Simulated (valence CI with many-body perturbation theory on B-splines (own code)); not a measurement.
## Questions on Sr7+

Calculated by configuration interaction combined with many-body perturbation theory (CI+MBPT): three valence electrons over a frozen Dirac-Fock core [Ar] 3d10, radial functions for each j: 11 s, 11 p, 9 d, 7 f, 5 g, 2 h, 1 i, with the one-electron correlation potential Σ1, the two-electron term Σ2, the three-electron term Σ3, Breit, model QED; selected CI, second order for the rest, scaled by the run's own slope (own B-spline code, finite nucleus).

Against 9 measured levels this calculation errs by 104 cm⁻¹ on average and by 168 at most. These come from a selection out of Sansonetti, J. Phys. Chem. Ref. Data 41, 013102 (2012). Levels without a partner in it may be off by more.

Names give the largest LS component (configuration and term), which can be under half, so a name can repeat, a term be missing and a line seem to break the LS rules; names also repeat where a configuration has a term twice.

Rates and lifetimes use the calculated energies. Strong lines usually hold to 10 to 20 %, long lifetimes can be off by a factor of two.

(1) What is the ground level?

(2) How is the term ²P° of the ground level split?

(3) Name the longest-lived excited levels whose lifetime is computed, and their main decay.

(4) How well does LS coupling describe the low levels?

(5) What are the static dipole polarisabilities of the lowest levels?

(6) What is the ionisation energy?

(7) Among levels below 631280 cm⁻¹, which E1 lines absorb most strongly from the ground level?

Results:

(1) 4s²4p ²P°_1/2, composition 98 % 4s²4p ²P°, g = 0.665.

(2) J = 1/2 at 0, J = 3/2 at 13193 cm⁻¹.

(3) 4s²4p ²P°_3/2 at 13193 cm⁻¹ lives 48.2 ms, mostly by M1 to 4s²4p ²P°_1/2.

(4) Among the lowest 20 levels the leading LS term, summed over configurations, holds 90 % on average. For single configurations the figures are 85 % in LS and 71 % in jj coupling. Terms mix most in the J = 3/2 level at 347070 cm⁻¹, where the leading one holds 46 %.

(5) 4s²4p ²P°_1/2 2.03; 4s²4p ²P°_3/2 2.07 (tensor 0.14) bohr³, of which the core gives 0.125.

(6) 121.71 eV; NIST lists 121.21 ± 0.06 eV (semi-empirical).

(7) to 4s²4d ²D_3/2 at 34.55 nm, f = 1.20; to 4s4p² ²S_1/2 at 47.29 nm, f = 0.436; to 4s4p² ²P_3/2 at 43.35 nm, f = 0.246.
